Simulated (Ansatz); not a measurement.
Molecule: C₂H₉BN₂ (charge 0, singlet). SMILES: CCB(N)N
Geometry from a B3LYP-D3(BJ)/def2-TZVP (Ansatz, a program for electronic structure) optimisation:
```
B
N 1 1.4164
H 2 1.0036 1 122.41
H 2 1.0053 3 113.44 1 -180.00
N 1 1.4197 2 120.38 3 180.00
H 5 1.0040 1 122.26 2 180.00
H 5 1.0052 6 113.37 1 180.00
C 1 1.5903 2 120.67 3 0.00
H 8 1.0966 1 108.27 2 123.44
H 8 1.0966 9 104.82 1 -115.40
C 8 1.5311 9 109.18 10 -116.87
H 11 1.0920 8 111.95 9 57.03
H 11 1.0932 12 107.14 8 -122.42
H 11 1.0932 12 107.14 13 -115.17
```
Charge 0, spin multiplicity 1.

Quantity: atomisation energy (electronic, to ground-state atoms), in eV. Correlated levels leave the core frozen unless marked. UHF or UKS for open shells. No spin-orbit coupling. No relativistic terms. The coupled-cluster limit lacks core correlation, which all-electron functionals hold. CBS(X,Y): correlation extrapolated as X^-3; Hartree-Fock from the larger set.

```csv
level,program,atomisation energy (eV)
PBE0-D4/def2-TZVP,Ansatz + dftd4,56.71
```

### Question
What does CCSD(T)/CBS(cc-pVTZ,cc-pVQZ) (Ansatz) give?

### Answer
56.35 eV, so PBE0-D4/def2-TZVP differs from it by 0.36 eV.
